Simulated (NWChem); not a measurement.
InHI2; SMILES [I][InH][I]

Program: NWChem. Medium grid unless said otherwise, to which SCAN and Minnesota functionals are sensitive. Structure relaxed at the PBE-D3(BJ)/def2-SVP level. def2 effective core potentials on In, I; no spin-orbit coupling. Hybrids' shares of exact exchange are those that their runs print; pure functionals count as 0. The functionals differ in more than this share.

| row | share of exact exchange | highest occupied level (eV) |
|---|---|---|
| PBE/def2-SVP | 0.00 | -6.42 |
| LDA (Slater exchange, PW92)/def2-SVP | 0.00 | -6.57 |
| B3LYP/def2-SVP | 0.20 | -7.26 |
| r2SCAN0/def2-SVP | 0.25 | -7.77 |
| M06/def2-SVP | 0.27 | -7.44 |
| BHandHLYP/def2-SVP | 0.50 | withheld |

Q: Fit a straight line of the last column on the one before it, predict the withheld value, and compare with the run.

A: 
1. Means of the 5 shown rows: x = 0.144, y = -7.092. Slope Σ(x − x̄)(y − ȳ)/Σ(x − x̄)² = -0.2971/0.07172 = -4.142; intercept -6.496.
2. The shown rows scatter about the line by 0.143 (root mean square); the largest residual is -0.24, at r2SCAN0/def2-SVP.
3. At x = 0.50 (BHandHLYP/def2-SVP; beyond the shown range) the line gives -8.57.
4. The run gives -8.47, +0.10 from the line, 0.7 times the scatter.
